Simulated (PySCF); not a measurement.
Excitation energy of Rh by level of theory

Rh [Kr] 4d8 5s1 (4F) → Rh [Kr] 4d7 5s2 (4F), as a difference of total energies. All numbers are calculated (PySCF 2.14, scalar relativity by spin-free X2C-1e, in x2c-TZVPPall (8s6p6d2f1g, 79 functions)). Correlated levels: valence: [Kr] frozen. The calculations carry no spin-orbit coupling.

```csv
method,excitation energy (eV)
UHF,1.302
MP2 (valence),1.778
SCS-MP2 (valence),1.715
CCSD (valence),1.539
CCSD(T) (valence),1.544
```

How much does correlation contribute at CCSD(T) (valence)?

1.544 − (1.302) = 0.242 eV, measured against UHF.
